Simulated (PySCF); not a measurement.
Level of theory: r2SCAN-D4/def2-TZVP (PySCF). Isolated molecules, 0 K electronic values unless said otherwise. One relaxed conformer stands for a flexible species; it need not be the lowest. Excitations are Tamm–Dancoff values on a coarser integration grid. The basis has no diffuse functions, so Rydberg states are missing or too high.

Reference species (SMILES): `[CH3][Al]([CH3])[CH3]` (neutral, multiplicity 1).

```json
{
 "S1–T1 gap (TDA)": "0.39 eV",
 "S1 oscillator strength": "0.000",
 "HOMO": "-6.54 eV",
 "HOMO–LUMO gap": "5.77 eV"
}
```

Changed species: `[CH3][Al]([OH])[OH]` (O–Al–O–H torsion -1°, O–Al–O–H torsion 1°) (2 of 3 CH3 replaced by OH; the reference has 0 of 3 CH3 replaced by OH).

### Question
Predict the effect on the S1–T1 gap (TDA), S1 oscillator strength, HOMO and HOMO–LUMO gap.

### Answer
the S1–T1 gap (TDA) rises by 0.05 eV, to 0.44 eV; the S1 oscillator strength is nearly the same; the HOMO decreases by 0.98 eV, to -7.52 eV; the HOMO–LUMO gap goes up by 1.36 eV, to 7.13 eV.
